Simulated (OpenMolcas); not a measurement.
# Cu2+: effect of the metal basis and ligand basis

Cu2+ with 6 ligands (chloride) in octahedral coordination (Oh) at 2.49 Å. A charge of +0.667 e stands 2.6 Å behind each ligand.

```
Program             : OpenMolcas
Method              : CASSCF
Spin-orbit coupling : state interaction with AMFI integrals over the reference wave functions
```

Fixed: active space 9 electrons in 5 orbitals (3d), DKH2 Hamiltonian.

States (labels of O, the rotations of Oh). Energies in cm-1 above the lowest state or level, χT in cm3 K/mol; 10Dq is the gap between the two states.

```tsv
Run	Metal basis	Ligand basis	Ground state	First state of that spin	10Dq	First gap with spin-orbit (degeneracies)	χT at 300 K	Cost
A	ANO-RCC-VDZP	ANO-RCC-VDZP	2E	2T2 2931	2931	2384 (4, 2)	0.820	roughly 12 core-seconds
B	ANO-RCC-VTZP	ANO-RCC-VTZP	2E	2T2 2898	2898	2360 (4, 2)	0.824	roughly 80 core-seconds
```

Against A, |10Dq| changes by -1.1 % in B.

Costs are those of the RASSCF and RASSI steps.

An orbital doublet at a regular site is open to a Jahn-Teller distortion, which this geometry leaves out. Ligand-to-metal charge-transfer states are missing. With metal d orbitals alone and no dynamic correlation the field as a rule comes out too small, by tens of per cent, by up to half for chloride and softer ligands, and the orbital part of g and χT, which goes as 1/10Dq, too large. No measured value stands beside these numbers; the geometry was imposed, not optimised, and the real ion may take another.
